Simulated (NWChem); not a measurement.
CH4N, doublet; SMILES C[NH]

```xyz
6

C     -0.0208    -0.6285     0.0000
N     -0.1103     0.8128     0.0000
H      0.5286    -1.0036    -0.8816
H     -1.0209    -1.0734     0.0000
H      0.5286    -1.0036     0.8816
H      0.8608     1.1615     0.0000
```
Atoms are numbered in this order, from 1.

In the optimisation the excess spin sits in a" (Cs, its own frame). All runs use the structure optimised with B3LYP/6-31G* (spherical d), spin-unrestricted. No stability test was run on the SCF state.

Symmetry labels are those of Cs in the frame above (b1 and b2, or b-type labels, depend on it).

Q: List the 6 lowest vertical excitations from PBE/def2-SVP, spin-unrestricted, TDA (NWChem).

A: 
| state | energy (eV) | oscillator strength | symmetry of the excitation | <S²> |
|---|---|---|---|---|
| state 1 | 2.36 | 0.001 | a' | 0.76 |
| state 2 | 6.03 | 0.001 | a' | 0.76 |
| state 3 | 6.77 | 0.003 | a" | 2.45 |
| state 4 | 6.84 | 0.005 | a' | 0.78 |
| state 5 | 7.20 | 0.049 | a" | 0.80 |
| state 6 | 7.32 | 0.005 | a" | 1.05 |
